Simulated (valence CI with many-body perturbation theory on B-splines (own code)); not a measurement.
# Level structure of Yb⁶³⁺

Level of theory: relativistic CI+MBPT: five valence electrons over a frozen Dirac-Fock core [He], radial functions for each j: 11 s, 11 p, 10 d, 8 f, 5 g, 2 h, with the one-electron correlation potential Σ1 (screened to all orders), the two-electron term Σ2, the three-electron term Σ3, Breit, model QED; selected single and double excitations, second order for the rest, scaled by the run's own slope (own B-spline code, finite nucleus).

No measured spectrum was set against this ion. As an estimate, large intervals hold to a few tenths of a per cent, small ones and those within an open d or f shell to about a per cent. Among the levels kept, up to 7400 cm⁻¹ of a level comes from second order outside the variational space, and about a tenth of that is noise between levels of different J, which matters for small intervals.

Levels 91 to 135 of 199, with energies above the lowest level, (2s^2 2p1/2^2 2p3/2) J=3/2. "Leading %" is the weight of the configuration and term that name the level; weights of strongly mixed levels are sums over their largest components and can fall short. In the jj column 3d3/2^4 stands for four electrons in 3d with j = 3/2. Lifetimes count E1, E2, E3, M1 and M2 decay at the calculated energies, and are blank where another channel may lead or the interval is too uncertain; long ones can be off by a factor of two.

| No. | Configuration | Term | J | E (eV) | Leading % | Leading jj | Second component | Lifetime |
| --- | --- | --- | --- | --- | --- | --- | --- | --- |
| 91 | 2s.2p3.3p | 6P | 3/2 | 10392 | 40 | 2s 2p1/2 2p3/2^2 3p1/2 (99 %) | 20 % 2s.2p3.3p 4D | 7.08 fs |
| 92 | 2s.2p3.3s | 4P° | 1/2 | 10401 | 84 | 2s 2p1/2 2p3/2^2 3s (99 %) | 16 % 2s.2p3.3s 2P° | 8.42 fs |
| 93 | 2s.2p3.3p | 4F | 5/2 | 10404 | 29 | 2s 2p1/2 2p3/2^2 3p1/2 (99 %) | 23 % 2s.2p3.3p 4P | 3.64 fs |
| 94 | 2s.2p3.3s | 2S° | 1/2 | 10422 | 53 | 2s 2p1/2 2p3/2^2 3s (95 %) | 42 % 2s.2p3.3s 4D° | 4.35 fs |
| 95 | 2s.2p3.3s | 4S° | 3/2 | 10425 | 39 | 2s 2p1/2 2p3/2^2 3s (98 %) | 26 % 2s.2p3.3s 2D° | 8.73 fs |
| 96 | 2s.2p3.3s | 4P° | 3/2 | 10430 | 37 | 2s 2p1/2 2p3/2^2 3s (98 %) | 23 % 2s.2p3.3s 2P° | 6.60 fs |
| 97 | 2s.2p3.3s | 2D° | 3/2 | 10433 | 60 | 2s 2p1/2 2p3/2^2 3s (99 %) | 16 % 2s.2p3.3s 4D° | 6.48 fs |
| 98 | 2s.2p3.3s | 2D° | 5/2 | 10437 | 83 | 2s 2p1/2 2p3/2^2 3s (97 %) | 11 % 2s.2p3.3s 4D° | 14.8 fs |
| 99 | 2s.2p3.3p | 2F | 7/2 | 10437 | 43 | 2s 2p1/2 2p3/2^2 3p1/2 (100 %) | 34 % 2s.2p3.3p 4F | 2.53 fs |
| 100 | 2s.2p3.3s | 2P° | 1/2 | 10457 | 94 | 2s 2p1/2 2p3/2^2 3s (99 %) | 5 % 2s.2p3.3s 4P° | 9.75 fs |
| 101 | 2s.2p3.3p | 4P | 5/2 | 10471 | 52 | 2s 2p1/2 2p3/2^2 3p1/2 (99 %) | 25 % 2s.2p3.3p 2D | 4.61 fs |
| 102 | 2s2.2p2.3p | 4D° | 7/2 | 10495 | 64 | 2s^2 2p3/2^2 3p3/2 (98 %) | 34 % 2s2.2p2.3p 2F° | 146 fs |
| 103 | 2s2.2p2.3p | 2D° | 5/2 | 10496 | 51 | 2s^2 2p3/2^2 3p3/2 (95 %) | 36 % 2s2.2p2.3p 4P° | 79.7 fs |
| 104 | 2s2.2p2.3p | 2P° | 1/2 | 10497 | 51 | 2s^2 2p3/2^2 3p3/2 (94 %) | 33 % 2s2.2p2.3p 2S° | 46.2 fs |
| 105 | 2s.2p3.3p | 4D | 1/2 | 10498 | 70 | 2s 2p1/2 2p3/2^2 3p1/2 (100 %) | 22 % 2s.2p3.3p 2P | 6.54 fs |
| 106 | 2s.2p3.3p | 4P | 1/2 | 10514 | 52 | 2s 2p1/2 2p3/2^2 3p1/2 (99 %) | 25 % 2s.2p3.3p 2P | 2.26 fs |
| 107 | 2s.2p3.3p | 2P | 3/2 | 10517 | 27 | 2s 2p1/2 2p3/2^2 3p1/2 (98 %) | 27 % 2s.2p3.3p 4F | 2.47 fs |
| 108 | 2s.2p3.3p | 2F | 5/2 | 10525 | 61 | 2s 2p1/2 2p3/2^2 3p1/2 (99 %) | 17 % 2s.2p3.3p 2D | 3.64 fs |
| 109 | 2s.2p3.3p | 2D | 3/2 | 10528 | 35 | 2s 2p1/2 2p3/2^2 3p1/2 (99 %) | 35 % 2s.2p3.3p 4D | 2.48 fs |
| 110 | 2s2.2p2.3p | 2P° | 3/2 | 10543 | 61 | 2s^2 2p3/2^2 3p3/2 (97 %) | 14 % 2s2.2p2.3p 2D° | 90.3 fs |
| 111 | 2s.2p3.3p | 2P | 3/2 | 10567 | 40 | 2s 2p1/2 2p3/2^2 3p1/2 (99 %) | 24 % 2s.2p3.3p 2D | 3.96 fs |
| 112 | 2s2.2p2.3p | 2P° | 3/2 | 10568 | 60 | 2s^2 2p3/2^2 3p3/2 (97 %) | 14 % 2s2.2p2.3p 2D° | 111 fs |
| 113 | 2s.2p3.3p | 4P | 1/2 | 10568 | 41 | 2s 2p1/2 2p3/2^2 3p1/2 (99 %) | 33 % 2s.2p3.3p 2S | 5.31 fs |
| 114 | 2s2.2p2.3d | 2D | 3/2 | 10606 | 30 | 2s^2 2p3/2^2 3d3/2 (98 %) | 25 % 2s2.2p2.3d 4P | 958 as |
| 115 | 2s2.2p2.3d | 4D | 5/2 | 10608 | 28 | 2s^2 2p3/2^2 3d3/2 (96 %) | 23 % 2s2.2p2.3d 2F | 937 as |
| 116 | 2s2.2p2.3d | 2F | 7/2 | 10609 | 38 | 2s^2 2p3/2^2 3d3/2 (98 %) | 30 % 2s2.2p2.3d 2G | 926 as |
| 117 | 2s2.2p2.3d | 4P | 1/2 | 10612 | 46 | 2s^2 2p3/2^2 3d3/2 (96 %) | 25 % 2s2.2p2.3d 2P | 788 as |
| 118 | 2s2.2p2.3d | 2D | 3/2 | 10666 | 63 | 2s^2 2p3/2^2 3d3/2 (92 %) | 13 % 2s2.2p2.3d 4F | 999 as |
| 119 | 2s2.2p2.3d | 2F | 7/2 | 10670 | 50 | 2s^2 2p3/2^2 3d5/2 (97 %) | 38 % 2s2.2p2.3d 4D | 406 fs |
| 120 | 2s2.2p2.3d | 4F | 9/2 | 10671 | 63 | 2s^2 2p3/2^2 3d5/2 (98 %) | 35 % 2s2.2p2.3d 2G | 6.00 ps |
| 121 | 2s2.2p2.3d | 2P | 1/2 | 10686 | 56 | 2s^2 2p3/2^2 3d5/2 (97 %) | 26 % 2s2.2p2.3d 2S | 1.38 fs |
| 122 | 2s.2p3.3p | 6P | 5/2 | 10706 | 15 | 2s 2p1/2 2p3/2^2 3p3/2 (56 %) | 13 % 2s.2p3.3p 4P | 1.68 fs |
| 123 | 2s.2p3.3p | 6P | 7/2 | 10710 | 50 | 2s 2p1/2 2p3/2^2 3p3/2 (99 %) | 30 % 2s.2p3.3p 4F | 37.8 fs |
| 124 | 2s2.2p2.3d | 2D | 5/2 | 10711 | 38 | 2s^2 2p3/2^2 3d5/2 (65 %) | 8 % 2s2.2p2.3d 4P | 1.04 fs |
| 125 | 2s2.2p2.3d | 2D | 3/2 | 10712 | 40 | 2s^2 2p3/2^2 3d5/2 (91 %) | 38 % 2s2.2p2.3d 2P | 559 as |
| 126 | 2s.2p3.3p | 4P | 1/2 | 10722 | 63 | 2s 2p1/2 2p3/2^2 3p3/2 (99 %) | 24 % 2s.2p3.3p 2P | 2.92 fs |
| 127 | 2p4.3s | 2P | 3/2 | 10730 | 42 | 2p1/2^2 2p3/2^2 3s (73 %) | 23 % 2p4.3s 2D | 3.97 fs |
| 128 | 2p4.3s | 4P | 5/2 | 10733 | 46 | 2p1/2^2 2p3/2^2 3s (68 %) | 22 % 2p4.3s 2D | 11.9 fs |
| 129 | 2s2.2p2.3d | 2D | 5/2 | 10744 | 65 | 2s^2 2p3/2^2 3d5/2 (98 %) | 12 % 2s2.2p2.3d 2F | 985 as |
| 130 | 2s.2p3.3p | 4P | 3/2 | 10749 | 39 | 2s 2p1/2 2p3/2^2 3p3/2 (98 %) | 24 % 2s.2p3.3p 2D | 2.71 fs |
| 131 | 2s.2p3.3p | 4F | 9/2 | 10754 | 98 | 2s 2p1/2 2p3/2^2 3p3/2 (98 %) |  | 270 fs |
| 132 | 2s.2p3.3p | 4D | 7/2 | 10756 | 64 | 2s 2p1/2 2p3/2^2 3p3/2 (99 %) | 34 % 2s.2p3.3p 2F | 6.73 fs |
| 133 | 2s.2p3.3p | 2P | 3/2 | 10785 | 45 | 2s 2p1/2 2p3/2^2 3p3/2 (75 %) | 18 % 2s.2p3.3p 4P | 3.49 fs |
| 134 | 2p4.3s | 2S | 1/2 | 10789 | 55 | 2p1/2^2 2p3/2^2 3s (86 %) | 20 % 2p4.3s 4P | 6.65 fs |
| 135 | 2s.2p3.3p | 2D | 5/2 | 10794 | 52 | 2s 2p1/2 2p3/2^2 3p3/2 (96 %) | 26 % 2s.2p3.3p 4P | 2.84 fs |
